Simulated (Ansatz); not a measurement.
Z-matrix (Å, degrees):
```
C
C 1 1.496
H 1 1.094 2 110.5
H 1 1.091 2 110.2 3 -121.1
H 1 1.094 2 110.5 3 117.9
N 2 1.267 1 119.5 3 121.1
Ge 2 1.983 1 117.4 3 -58.9
H 6 1.020 2 112.1 1 180.0
H 7 1.539 2 110.6 1 -60.1
H 7 1.539 2 110.7 1 60.0
H 7 1.538 2 107.4 1 180.0
```

The species carries charge 0 and has multiplicity 1.

Task: List the r2SCAN/def2-TZVPP orbital energies in eV (the Gaussian-basis code of Ansatz). (Best estimate.)

Result: The calculation gave: Occupied: -10834.22, -1349.34, -1199.39, -1199.39, -1199.39, -385.12, -274.55, -273.15, -167.52, -117.21, -117.20, -117.19, -30.51, -30.50, -30.50, -30.43, -30.43, -23.81, -19.22, -15.11, -14.03, -11.63, -11.02, -10.22, -9.53, -8.92, -8.67, -7.93, -6.00. Lowest empty: -1.39, 0.19, 0.80, 0.92, 1.46, 2.18, 2.48, 3.04.
